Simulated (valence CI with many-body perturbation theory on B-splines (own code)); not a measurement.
**A CI+MBPT run for Xe¹⁵⁺**

Calculated by configuration interaction combined with many-body perturbation theory (CI+MBPT): three valence electrons over a frozen Dirac-Fock core [Kr], a basis of 7 s, 7 p, 8 d, 6 f, 4 g, 1 h functions for each j, with the one-electron correlation potential Σ1 (screened to all orders), the two-electron term Σ2, the three-electron term Σ3, Breit, model QED; selected single and double excitations, second order for the rest, scaled by the run's own slope (own B-spline code, finite nucleus).

Command, and the settings that its task file holds:

```sh
python run_cv.py task.json out
```

```
atom Xe  Z=54  mass_number=132  rms_radius_fm=4.7859
core [Kr]
valence 4d3
avg = 1
basis = M
beyond = 1
breit = 1
cap = 32000
capref = 2200
cscale = 1
de = 0.0
dress = 0
eps = 2e-08
extrap = 1
h = 0.27
hh = 1
l2 = 3
lcore = 6
maxit = 60
n2 = 5
natural = 1
nlev = 190
nno = [4, 4, 5, 4, 3, 1]
nroot = 40
nsp = [3, 3, 3, 2, 1, 0]
pt2 = 1
qed = 1
rpa = 1
s1 = 1
s2 = 1
s3 = 1
screen = 1
tol = 2e-05
whole = 1
```

Q: Roughly how long does this run take on one core of Intel(R) Xeon(R) Processor @ 2.30GHz, and how much memory?

A: 66 s on 1 thread of Intel(R) Xeon(R) Processor @ 2.30GHz, with other jobs on the host, peak memory 0.51 GiB.

Log. The first blocks belong to the next ion, which gives the ionisation energy. Fields: 2J, parity (1 odd), roots, reference size, generating configurations, candidates as configurations/state functions, variational space P, stored matrix elements, Davidson steps; e2 is the range of second-order energies in hartree. The first line gives the box (bohr), its intervals, the orbitals and the steps of their self-consistent field. Window is the range of levels sought, series limit the energy at which the first omitted orbital would enter, core excitation an estimate of the first excitation out of the core, left out the lowest levels not solved, and shifts from estimates the range by which levels moved from their first estimate, all in cm⁻¹.

```
rmax 9.3 intervals 61 orbitals 59 references ['4d3', '4d2 4f', '4d2 5s', '4d2 5p'] scf 5 t 2.0
2J=4 par=0 roots 2 ref 45 generators 3 cand 552/552 P 597/597 nnz 0 it 0
2J=4 par=0 roots 2 ref 45 generators 8 cand 55/55 P 652/652 nnz 0 it 0
   second order: generators 10 cand 30/30 e2 -0.00000 -0.00000
2J=6 par=0 roots 2 ref 37 generators 4 cand 529/529 P 566/566 nnz 0 it 0
2J=6 par=0 roots 2 ref 37 generators 11 cand 35/35 P 601/601 nnz 0 it 0
   second order: generators 18 cand 46/46 e2 -0.00000 -0.00000
2J=0 par=0 roots 2 ref 16 generators 4 cand 203/203 P 219/219 nnz 0 it 0
2J=0 par=0 roots 2 ref 16 generators 6 cand 1/1 P 220/220 nnz 0 it 0
   second order: generators 13 cand 0/0 e2 -0.00000 -0.00000
reference levels 1469, estimated 197, window 997201 1/cm; series limit 2137133, core excitation 651155
2J=3 par=0 roots 10 ref 135 generators 20 cand 1459/3335 P 2505/5969 nnz 5.8e+06 it 5
2J=3 par=0 roots 10 ref 135 generators 34 cand 826/2071 P 3331/8040 nnz 8.6e+06 it 5
   second order: generators 52 cand 7502/17523 e2 -0.00003 -0.00000
2J=5 par=0 roots 10 ref 159 generators 15 cand 1433/3745 P 2318/6397 nnz 7.1e+06 it 6
2J=5 par=0 roots 10 ref 159 generators 35 cand 959/2851 P 3277/9248 nnz 1.2e+07 it 6
   second order: generators 50 cand 8134/22350 e2 -0.00004 -0.00000
2J=7 par=0 roots 7 ref 147 generators 12 cand 1351/3756 P 2252/6382 nnz 7e+06 it 5
2J=7 par=0 roots 7 ref 147 generators 28 cand 863/2553 P 3115/8935 nnz 1.1e+07 it 7
   second order: generators 42 cand 7544/21886 e2 -0.00004 -0.00000
2J=9 par=0 roots 6 ref 120 generators 12 cand 1255/3207 P 2268/5810 nnz 5.7e+06 it 5
2J=9 par=0 roots 6 ref 120 generators 25 cand 596/1674 P 2864/7484 nnz 8.3e+06 it 5
   second order: generators 43 cand 6916/20326 e2 -0.00003 -0.00001
2J=1 par=0 roots 6 ref 78 generators 14 cand 699/1107 P 2331/3682 nnz 2.1e+06 it 4
2J=1 par=0 roots 6 ref 78 generators 30 cand 883/1449 P 3214/5131 nnz 3.3e+06 it 5
   second order: generators 46 cand 5928/9223 e2 -0.00002 -0.00000
2J=11 par=0 roots 2 ref 78 generators 6 cand 464/1310 P 1552/3882 nnz 2.9e+06 it 3
2J=11 par=0 roots 2 ref 78 generators 13 cand 398/1035 P 1950/4917 nnz 4.2e+06 it 4
   second order: generators 23 cand 5467/15635 e2 -0.00002 -0.00001
2J=7 par=1 roots 17 ref 131 generators 12 cand 1166/3769 P 1932/6389 nnz 6.8e+06 it 7
...
2J=3 par=1 roots 14 ref 128 generators 27 cand 1278/2970 P 3719/9364 nnz 1.2e+07 it 9
   second order: generators 55 cand 7951/18694 e2 -0.00003 -0.00000
2J=5 par=1 roots 17 ref 144 generators 13 cand 1203/3746 P 1985/6379 nnz 6.8e+06 it 8
2J=5 par=1 roots 17 ref 144 generators 26 cand 1861/5077 P 3846/11456 nnz 1.8e+07 it 8
   second order: generators 54 cand 8941/24717 e2 -0.00004 -0.00000
2J=15 par=1 roots 2 ref 12 generators 2 cand 229/525 P 1265/2576 nnz 1.3e+06 it 3
2J=15 par=1 roots 2 ref 12 generators 3 cand 129/266 P 1394/2842 nnz 1.6e+06 it 4
   second order: generators 12 cand 3193/8028 e2 -0.00000 -0.00000
left out: unestimated 1436344, estimated 1104638, shifts from estimates -13 to 53
operators 3.1
```

The Davidson iterations converged.

No measured levels were compared; by estimate terms of the open shell hold to 2 to 4 % of their energy, and close levels can change places. Excitations out of the core, of the other parity, are not computed and may begin above about 64.6 eV (a cautious bound); beyond it only levels of the ground parity were kept, without lifetimes.

```yaml
Valence_energy: -44.66519 hartree
Ionisation_energy: "374.34 eV (NIST: 374 ± 3 eV (theoretical))"
Reference_configurations_for_the_orbitals: 4d3, 4d2 4f, 4d2 5s, 4d2 5p
Radial_orbitals: 59
Box_radius: 9.333 bohr
Largest_variational_space: 11456
Lowest_levels: 4d3 4F_3/2 0.0000, 4d3 4F_5/2 1.428, 4d3 4F_7/2 2.604, 4d3 4F_9/2 3.400, 4d3 4P_3/2 3.596, 4d3 4P_1/2 4.104, 4d3 2G_7/2 5.447, 4d3 2H_9/2 5.635, 4d3 4P_5/2 5.869, 4d3 2D_3/2 [a] 6.716, 4d3 2P_1/2 7.154, 4d3 2H_11/2 7.579, 4d3 2D_5/2 [a] 8.278, 4d3 2G_9/2 8.705 eV
```

Names give the largest LS component (configuration and term), which can be under half, so a name can repeat, a term be missing and a line seem to break the LS rules; names also repeat where a configuration has a term twice. Letters in brackets count levels of one name in rising energy.
